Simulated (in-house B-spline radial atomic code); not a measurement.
How G0W0 and RPA depend on the start: Ce⁷⁺

Configuration [Kr] 4d10 5s2 5p3, highest spin. Computed with an all-electron radial atomic-structure program (B-spline basis): all electrons, scalar-relativistic (spin-free one-electron X2C), finite nucleus, each spin shell either full or empty, empty states to l = 9 with an (l + 1/2)⁻⁴ tail; G0W0 by contour deformation at full frequency.

Spin-orbit coupling, left out, splits p levels strongly here.

```
          start  mean-field 5p up (eV)  G0W0 (eV)  QP weight  RPA correlation (Eh)
   Hartree-Fock                -109.64    -110.59      0.973                 -3.91
       LDA VWN5                -102.81    -109.46      0.611               -4.2209
            PBE                -102.71    -109.51      0.643                -4.216
           PBE0                -104.72    -110.28      0.941                 -4.13
         r2SCAN                -103.37    -110.03      0.837               -4.1626
          HSE06                -104.22    -110.25      0.931               -4.1364
B3LYP (VWN-RPA)                -104.17    -110.23      0.928               -4.1477
           SCAN                -103.41          ?          ?                     ?
           TPSS                -102.87    -109.75      0.732               -4.2011
      BHandHLYP                -106.37    -110.42      0.961               -4.0522
      CAM-B3LYP                -106.04          ?          ?                     ?
        LC-wPBE                -107.69    -110.40      0.964               -4.1195
          wB97X                -107.05    -110.36      0.962               -4.1008
         PBEsol                -102.74    -109.52      0.644               -4.2179
        r2SCAN0                -105.19    -110.37      0.948               -4.0944
```

Problem. What G0W0 level, weight and RPA correlation energy follow from the CAM-B3LYP start?

Solution. G0W0 level -110.37 eV, weight 0.956, RPA correlation -4.1148 hartree.

Problem. What G0W0 level, weight and RPA correlation energy follow from the SCAN start?

Solution. G0W0 level -110.03 eV, weight 0.847, RPA correlation -4.1609 hartree.

Problem. How much of the dependence on the start does G0W0 remove?

Solution. The mean-field levels span 6.94 eV and the G0W0 levels 1.13 eV. Against 106 ± 2.1 eV (NIST, tabulated theory) the G0W0 removal energies are off by +3.46 to +4.59 eV, with spin-orbit coupling, Breit and QED terms left out.
